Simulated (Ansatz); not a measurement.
Relaxation of CH8Sn2 (11 atoms, charge 0, multiplicity 1), to a largest force component of 0.015 eV/Å in at most 40 steps.

Theory: RKS PBE-D4/def2-SVP in Ansatz.

```xyz
11
Properties=species:S:1:pos:R:3
C -1.516 1.135 -0.396
Sn 0.008 -0.133 -1.034
Sn 1.387 -1.002 1.204
H -2.054 1.541 -1.300
H -2.247 0.626 0.256
H -1.131 2.067 0.122
H -0.645 -1.506 -1.864
H 1.134 0.749 -2.111
H 2.057 0.348 2.100
H 2.688 -2.092 0.768
H 0.295 -1.870 2.302
```

Task: Where does it end, and by what steps?

Result: The forces met the threshold. After 4 steps the energy has fallen by 0.141 eV; C1 moved furthest, 0.11 Å.

```csv
step,energy less start (eV),largest force component (eV/Å),accepted
0,0.0000,2.020,yes
1,-0.0610,0.605,yes
2,-0.1407,0.083,yes
3,-0.1413,0.038,yes
4,-0.1414,0.003,yes
```

```xyz
11
Properties=species:S:1:pos:R:3
C -1.584 1.209 -0.436
Sn 0.031 -0.131 -1.015
Sn 1.428 -1.041 1.237
H -2.120 1.554 -1.341
H -2.292 0.677 0.228
H -1.170 2.084 0.100
H -0.632 -1.478 -1.885
H 1.110 0.709 -2.083
H 2.109 0.285 2.118
H 2.721 -2.109 0.807
H 0.374 -1.894 2.314
```

Whether the end is a true minimum wasn't checked by a vibrational analysis.

Run time: 8.5 s on 2 threads of Intel(R) Xeon(R) Platinum 8375C CPU @ 2.90GHz (Ice Lake), on a shared host, peak memory 0.16 GiB.
